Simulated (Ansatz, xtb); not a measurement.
## HNOTe: which of two isomers lies lower

Structure a is `O=[NH+][Te-]`, a singlet and structure b is `ON=[Te]`, a singlet. Both are isolated molecules in the gas phase, relaxed with PBE0-D3(BJ)/def2-SVP; each stands in its lowest conformer found.

Quicker runs give these differences E(b) − E(a): GFN2-xTB +2.9 kcal/mol; HF/STO-3G −0.7 kcal/mol (at GFN2-xTB geometries); r2SCAN-D4/def2-SVP +16.1 kcal/mol (at GFN2-xTB geometries).

**Question.** Estimate which is lower in electronic energy at CCSD(T)/def2-TZVPP, and by roughly how much.

**Answer.** The CCSD(T)/def2-TZVPP calculation puts structure a lower, by 7.9 kcal/mol.

How the difference moves with the method:

| level | geometry | E(b) − E(a) (kcal/mol) | departure from the last row (kcal/mol) | job, with rough time for the two |
| --- | --- | --- | --- | --- |
| GFN2-xTB | GFN2-xTB | +2.9 | −5.1 | optimisation, 0.17 s |
| HF/STO-3G | GFN2-xTB | −0.7 | −8.7 | single point, 2 s |
| r2SCAN-D4/def2-SVP | GFN2-xTB | +16.1 | +8.1 | single point, 4.9 s |
| PBE0-D3(BJ)/def2-SVP | PBE0-D3(BJ)/def2-SVP | +14.8 | +6.9 | optimisation, 50 s |
| HF/def2-TZVPP | PBE0-D3(BJ)/def2-SVP | +10.7 | +2.8 | part of the CCSD(T) run |
| MP2/def2-TZVPP | PBE0-D3(BJ)/def2-SVP | +9.6 | +1.6 | part of the CCSD(T) run |
| CCSD(T)/def2-TZVPP | PBE0-D3(BJ)/def2-SVP | +7.9 |  | single point, 94 s |

As drawn, b has 1 N–O, 1 N=Te, 1 O–H in place of 1 N=O, 1 N–Te, 1 N–H.

HF/STO-3G puts the two in the other order. The largest departure from CCSD(T)/def2-TZVPP is that of HF/STO-3G, 8.7 kcal/mol.

With harmonic frequencies from PBE0-D3(BJ)/def2-SVP (ideal gas, rigid rotor, one conformer each, 298.15 K, 1 atm): the zero-point term adds −0.5 kcal/mol; ΔH is +7.5 and ΔG +7.4 kcal/mol.

The T1 diagnostic of structures a and b is large, so the coupled-cluster value is less sure. The correlated steps freeze 6 core orbitals; the filled d shell of Te is correlated, in a basis made for valence electrons. Atoms past krypton carry core potentials in the def2 sets, other sets are all-electron and non-relativistic, and no spin–orbit term is included. Run with Ansatz 0.2.0, xtb 6.7.1; the last row on 1 thread of Intel(R) Xeon(R) Processor @ 2.50GHz (Skylake/Cascade Lake) on a shared host.
